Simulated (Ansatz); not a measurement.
Relaxation of FGeH$_{3}$O (6 atoms, charge 0, multiplicity 1), to a largest force component of 0.03 eV/Å in at most 50 steps.

Computed with RKS B3LYP-D4/def2-SVP in Ansatz.

```xyz
6
Properties=species:S:1:pos:R:3
Ge -0.818 0.036 0.232
H 1.581 -0.070 1.590
O 2.089 -0.044 0.746
H 2.260 -0.975 0.545
F -0.960 1.349 -0.938
H -0.629 -1.142 -0.856
```

Question: Where does it end, and by what steps?

Answer: It converged. The force dipped under the threshold on the way, but the program's further checks kept it going. After 26 steps the energy has fallen by 0.522 eV; H4 moved furthest, 1.59 Å.

```tsv
step	energy less start (eV)	largest force component (eV/Å)	accepted
0	0.0000	0.935	yes
1	-0.0836	1.810	yes
2	-0.1491	2.498	yes
3	-0.2909	0.883	yes
4	-0.3340	0.661	yes
5	-0.3549	0.225	yes
6	-0.3615	0.054	yes
7	-0.3623	0.109	yes
8	-0.3634	0.018	yes
9	-0.3636	0.162	yes
10	-0.3644	0.065	yes
11	-0.3650	0.051	yes
12	-0.3460	1.128	no
13	-0.3671	0.037	yes
14	-0.3679	0.371	yes
15	-0.3797	0.112	yes
16	-0.4017	0.179	yes
17	-0.3908	1.332	no
18	-0.4197	0.296	yes
19	-0.4388	0.310	yes
20	-0.4667	0.530	yes
21	-0.4755	1.127	yes
22	-0.4973	0.652	yes
23	-0.5085	0.397	yes
24	-0.5207	0.132	yes
25	-0.5214	0.044	yes
26	-0.5216	0.025	yes
```

```xyz
6
Properties=species:S:1:pos:R:3
Ge -0.772 0.150 0.303
H 1.684 -0.876 0.989
O 1.366 0.039 1.041
H 1.636 0.443 0.190
F 0.187 0.809 -1.095
H -0.577 -1.411 -0.109
```

The run took 63 s on 1 thread of Arm Neoverse V2, on a shared host, peak memory 0.16 GiB.
